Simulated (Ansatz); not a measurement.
The first iterations of a band of C₂H₅NSi (9 atoms, charge 0, multiplicity 1).

Level of theory: Ansatz 0.2.0, RKS revPBE/def2-SVP.

| Quantity | Value |
| --- | --- |
| movable images | 7 |
| climbing image | from the first iteration |
| spring | 5.0 eV/Å² |
| optimiser | lbfgs |
| start path | through a guess of the saddle point |
| force threshold | 0.05 eV/Å |
| iteration limit | 60 |
| end points | relaxed |

Image 0:

```xyz
9
Properties=species:S:1:pos:R:3
C -1.265 0.729 -0.556
Si 0.014 -0.691 -0.788
C 1.044 -0.774 0.711
N 1.566 -1.261 1.709
H -1.830 0.590 0.388
H -1.995 0.688 -1.390
H -0.797 1.734 -0.551
H 1.045 -0.293 -1.824
H 2.219 -0.721 2.300
```

Image 8:

```xyz
9
Properties=species:S:1:pos:R:3
C -1.111 0.668 -0.407
Si 0.087 -0.821 -0.642
C 1.086 -0.994 1.056
N 1.373 -1.443 2.133
H -1.873 0.443 0.367
H -1.646 0.798 -1.373
H -0.624 1.634 -0.168
H 1.223 -0.259 -1.497
H 1.485 -0.026 0.529
```

| iteration | highest image above the first end (eV) | largest band force component (eV/Å) |
| --- | --- | --- |
| 1 | 2.513 | 7.444 |
| 2 | 2.183 | 4.397 |
| 3 | 2.104 | 5.379 |
| 4 | 2.120 | 5.097 |
| 5 | 1.982 | 2.514 |
| 6 | 1.945 | 1.934 |
| 7 | 1.909 | 1.912 |
| 8 | 1.767 | 2.304 |
| 9 | 1.774 | 2.768 |
| 10 | 1.780 | 3.596 |
| 11 | 1.774 | 0.926 |
| 12 | 1.776 | 0.871 |
| 13 | 1.782 | 1.422 |
| 14 | 1.783 | 1.727 |
| 15 | 1.783 | 2.749 |
| 16 | 1.782 | 0.471 |
| 17 | 1.782 | 0.440 |
| 18 | 1.762 | 1.716 |

**Question.** Does the band converge within its limit, and where does its top end?

**Answer.** The run converged. It ended after 56 iterations with the highest image 1.717 eV above the first end. The order of the stationary point at the top wasn't checked. The orbitals stay closed-shell, which can raise the energy where a bond breaks towards radicals; this wasn't checked here.

Time of the run: 5.1 min on 2 threads of AMD EPYC 7R43 64-Core Processor (Zen 3), with other jobs on the host, peak memory 0.14 GiB.
